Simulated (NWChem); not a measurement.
Species: CH5FOSi2; SMILES O=C([SiH3])[SiH2]F

```xyz
10

O     -1.8039    -0.8854    -0.0027
C     -0.6576    -0.4830    -0.0001
Si     0.8610    -1.7043     0.0007
Si    -0.4248     1.4365     0.0021
F      1.1771     1.7406    -0.0032
H      1.6901    -1.4185     1.2100
H      0.3698    -3.1108     0.0109
H      1.6778    -1.4322    -1.2202
H     -1.0347     2.0156    -1.2249
H     -1.0254     2.0113     1.2357
```
Atoms are numbered in this order, from 1.

Computed with NWChem. Structure relaxed at the PBE0/def2-SVP level.

Q: Estimate the computed values for B3LYP/aug-pcseg-1. Quantities: highest occupied level (eV); orbital gap (eV); dipole (D).

A: The highest occupied level (eV) is -6.64. The orbital gap (eV) is 4.13 and the dipole (D) is 0.70.
